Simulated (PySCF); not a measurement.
1,1-difluoro-2-methylprop-1-ene (C4H6F2), SMILES C(C)(=C(F)F)C. Heavy atoms are numbered as in [CH3:1][C:2]([CH3:3])=[C:4]([F:5])[F:6]. Hydrogens are named by the atom that carries them.

Coordinates come from a PBE0-D3(BJ)/def2-SVP optimisation.

Computed with PySCF with PBE/pcSseg-1.

GIAO shieldings, no solvent; atoms alike by connectivity are averaged. δ = σ(ref) − σ: ¹³C against TMS (σ = 182.0 ppm); ¹⁹F against CFCl3 (σ = 133.6 ppm); ¹H against TMS (σ = 31.49 ppm), references at their B3LYP-D3(BJ)/def2-TZVP geometries, non-relativistic.

```
atoms     nucleus  count     δ (ppm)
--------  -------  -----  ----------
C4            ¹³C      1       164.0
C2            ¹³C      1        84.5
C1 (CH3)      ¹³C      2  (withheld)
F5            ¹⁹F      2  (withheld)
H on C1        ¹H      6        1.91
```

**Question.** Fill in the missing entries. (The exact figures need the calculation; the answer reports its results.)

**Answer.** 
- F5, δ (ppm): -119.4
- C1 (CH3), δ (ppm): 18.6
